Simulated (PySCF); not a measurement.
Be(F)(NH2) (BeFH2N), SMILES [Be]([NH2])[F].

Coordinates come from a TPSSh-D3(BJ)/def2-TZVP optimisation. The values are those of a single conformer.

Level of theory: PySCF with CAM-B3LYP/def2-TZVPD.

Symmetry labels are those of the subgroup C2v that the program uses (full group C2v).

Computed valence orbital energies around the gap with their symmetry:
```csv
orbital,symmetry,energy (eV)
HOMO−7,A1,-33.36
HOMO−6,A1,-24.75
HOMO−5,B2,-14.94
HOMO−4,A1,-14.38
HOMO−3,A1,-13.24
HOMO−2,B1,-13.09
HOMO−1,B2,-13.06
HOMO,B1,-9.02
LUMO,A1,0.08
LUMO+1,B2,0.93
LUMO+2,A1,1.07
LUMO+3,B1,1.22
```
